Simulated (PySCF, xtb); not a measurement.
C2H3Cl2Ga, SMILES C=[CH][Ga]([Cl])[Cl]. Other conformers were not sampled.

Harmonic wavenumbers (cm⁻¹) from GFN2-xTB run with xtb at its own minimum, in rising order: 71, 75, 108, 128, 249, 337, 383, 427, 487, 913, 952, 1005, 1181, 1377, 1622, 2975, 3031, 3053.

Task: What does PBE-D3(BJ)/def2-SVP in PySCF give at its own minimum? (Estimate from the structure and the level; the computed values follow.)

Result: 70, 84, 125, 154, 284, 382, 433, 472, 582, 958, 965, 999, 1204, 1363, 1602, 3046, 3096, 3142. Paired by order, the mean absolute difference is 37 cm⁻¹ and the zero-point energies are 26.3 and 27.1 kcal/mol.
